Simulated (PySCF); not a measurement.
Compound: C₇H₁₁OP₂ (charge -1).
Numbering: `[CH3:1][O:2][c:3]1[p:4][c:5]([CH:6]([CH3:7])[CH3:8])[cH:9][p-:10]1`

Geometry (GFN2-xTB, Å), atoms numbered from 1 in this order:
```
atom  x, y, z in Å
C1     4.2813    0.0358   -0.5786
O2     3.0717   -0.3125   -1.1704
C3     1.9596   -0.0336   -0.4001
P4     0.4167   -0.4615   -1.0799
C5    -0.4678    0.1237    0.3342
C6    -1.9707    0.0373    0.4169
C7    -2.4283   -1.4157    0.2983
C8    -2.6198    0.8848   -0.6767
C9     0.2795    0.6531    1.3478
P10    2.0186    0.7023    1.1762
H11    4.3212    1.1140   -0.3661
H12    4.4199   -0.4925    0.3757
H13    5.0747   -0.2388   -1.2776
H14   -2.2852    0.4282    1.3960
H15   -1.9927   -2.0124    1.0977
H16   -2.0864   -1.8178   -0.6533
H17   -3.5161   -1.4944    0.3512
H18   -2.3194    1.9255   -0.5720
H19   -3.7089    0.8242   -0.6274
H20   -2.2858    0.5298   -1.6494
H21   -0.1710    1.0376    2.2571
```

NICS is the negative of the GIAO shielding at a point without a nucleus: at the ring centre (0) and 1 Å above and below it (1); zz is the component along the ring normal. Level: GIAO PBE0/pcSseg-1 (PySCF, non-relativistic, gas phase) on the GFN2-xTB geometry, one conformer.

Ring bond lengths (Å), with Mayer bond orders in brackets: C3–P4 1.740 (1.26), P4–C5 1.768 (1.17), C5–C9 1.366 (1.57), C9–P10 1.748 (1.20), P10–C3 1.741 (1.27).

Problem. Give the NICS values of each ring in ppm.

Solution. 
```
           ring                                                 type  NICS(0)  NICS(1), two faces  NICS(1)zz, two faces  rms pucker (Å)  centre to ring atoms, mean (Å)
C3–P4–C5–C9–P10  5-membered ring with 2 P; formal bonds all aromatic    -10.8        -9.9 / -10.0         -23.5 / -23.7            0.00                            1.41
```

Problem. What can be read from them?

Solution. 
- C3–P4–C5–C9–P10: mean NICS(1)zz -23.6 ppm, shielded.

Problem. How equal are the bonds by HOMA? Use HOMA with the parameters of Krygowski (1993).

Solution. 
- C3–P4–C5–C9–P10: HOMA 0.72; the largest term is that of P4–C5, α(R − Ropt)² = 0.58.

Problem. List the ring angles and the Hirshfeld charges of the ring atoms.

Solution. 
- C3–P4–C5–C9–P10: C3 119.2° (-0.094 e), P4 92.9° (-0.159 e), C5 116.6° (-0.097 e), C9 118.8° (-0.187 e), P10 92.5° (-0.178 e); sum 540.0° against 540° for a flat convex ring.
